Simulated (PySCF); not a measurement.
4,4-difluorobut-1-yne (C4H4F2), SMILES C(F)(CC#C)F.

Coordinates come from a B3LYP-D3(BJ)/def2-SVP optimisation. Other conformers were not sampled.

Two levels are set side by side: TDA-PBE/def2-SVPD (PySCF) and TDA-B3LYP/def2-SVPD (PySCF). Vertical, same geometry. The lowest singlet is HOMO→LUMO 87 % with PBE and HOMO→LUMO 66 %, HOMO→LUMO+2 18 % with the other functional; states are paired by order. Differences are taken from unrounded values.

| quantity | TDA-B3LYP | TDA-PBE | TDA-PBE minus TDA-B3LYP |
|---|---|---|---|
| lowest singlet excitation (eV) | 6.52 | 6.53 | 0.01 |
| lowest triplet excitation (TDA) (eV) | 5.35 | 5.35 | 0.00 |

On these quantities the two levels nearly agree.

Rough cost on one machine, each run with all the roots and properties that it gave: TDA-B3LYP against TDA-PBE about 2 times.
